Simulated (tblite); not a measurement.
C₇H₁₂P₂.
Numbering: `[CH3:1][c:2]1[cH:3][cH:4][cH:5][p:6]1[P:7]([CH3:8])[CH3:9]` (hydrogens: H10, H11, H12 on C1; H13 on C3; H14 on C4; H15 on C5; H16, H17, H18 on C8; H19, H20, H21 on C9)

The geometry is computed with GFN2-xTB (gas phase).

Question: What internal coordinates does the optimisation give?

Answer: 
| bond | length (bohr) |
| --- | --- |
| C1–C2 | 2.822 |
| C2–C3 | 2.553 |
| C3–C4 | 2.706 |
| C4–C5 | 2.547 |
| C5–P6 | 3.399 |
| P6–P7 | 4.159 |
| P7–C8, P7–C9 | 3.508 |
| C2–P6 | 3.431 |
| C1–H10, C1–H11, C1–H12 | 2.059 |
| C3–H13 | 2.039 |
| C4–H14 | 2.039 |
| C5–H15 | 2.036 |
| C8–H16 and 5 like bonds | 2.057 |

Bonds in one row agree within 0.02 bohr and their mean is given. A selection of angles:
| angle | degrees |
| --- | --- |
| C1–C2–C3 | 125.8 |
| C1–C2–P6 | 123.7 |
| C3–C2–P6 | 110.3 |
| C2–C3–C4 | 114.5 |
| C3–C4–C5 | 114.1 |
| C4–C5–P6 | 111.3 |
| C5–P6–P7 | 96.6 |
| C2–P6–C5 | 89.4 |
| C2–P6–P7 | 97.1 |
| P6–P7–C8 | 96.8 |
| C8–P7–C9 | 97.4 |

Torsions: C5–P6–P7–C8 -76° (synclinal). The mirror-image conformer, all signs reversed, is as good.

The C–P distances run from 1.798 Å (C5–P6, drawn aromatic) to 1.857 Å (P7–C9, drawn single), a spread of 0.059 Å. The 5-membered ring C2–C3–C4–C5–P6 has internal angles of 89.4° to 114.5°; it is almost planar, 0.03 Å rms from its mean plane, widest ring torsion 5°. P6 (ring phosphorus) is pyramidal (angles 97.1°, 96.6° and 89.4°, sum 283.2°, 1.02 Å off the plane of its three neighbours). P7 (three-coordinate phosphorus) is pyramidal (angles 97.4°, 96.8° and 96.7°, sum 291.0°, 0.98 Å off the plane of its three neighbours). The 4 C–C bonds span 1.348 Å (C4–C5, drawn aromatic) to 1.493 Å (C1–C2, drawn single), a spread of 0.145 Å.

Point group: C1 (no symmetry element, even within 0.4 Å). Its GFN2-xTB frequencies are all real (lowest 37 cm⁻¹). The numbers are those of one conformer. 3 starts were optimised and ended at 0.00, 0.07 and 2.46 kcal/mol (GFN2-xTB); the lowest of these is shown.
